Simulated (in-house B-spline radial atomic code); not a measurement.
Neutral zinc is squeezed into an impenetrable sphere of radius R (the orbitals vanish at R). Method: non-relativistic PBE, spin-polarised, spherical fractional occupations, point nucleus. Calculated with a B-spline radial code for spherical atoms.

Energies in eV above the free atom in [Ar] 3d10 4s2:

```
R (bohr)  highest level (eV)  [Ar] 3d10 4s2  [Ar] 3d10 4s1 4p1  [Ar] 3d10 4s1 4d1  -dE/dV in [Ar] 3d10 4s2 (GPa)
    8.68               -5.78        0.01928              4.239              9.293                         0.0276
    6.69               -5.46         0.2252              4.744              11.46                          0.529
    5.24               -4.33          1.331              6.526              15.86                           5.17
    3.94              -0.217          7.085               13.9               28.3                           53.3
    3.42                4.23          14.71              22.82              40.76                            158
    2.93                12.6          31.14              41.19              63.77                            502
    2.71                  19           44.8              56.07              81.21                            892
    2.29                40.7           95.8              110.3              140.9                           3040
    1.62                 155          427.4              448.4              482.9                          36500
    1.38                 271          832.2              852.9                879                         111000
```

(1) Does [Ar] 3d10 4s1 4p1 fall below [Ar] 3d10 4s2 under compression?

(2) Does [Ar] 3d10 4s1 4d1 fall below [Ar] 3d10 4s2 under compression?

The highest level is first positive in the row R = 3.42 bohr, pushed up by confinement above the zero of the free ion's potential. Each configuration is held fixed and needn't be the lowest in the sphere.

Results:

(1) No, it stays above over the whole range.

(2) No, it stays above over the whole range.
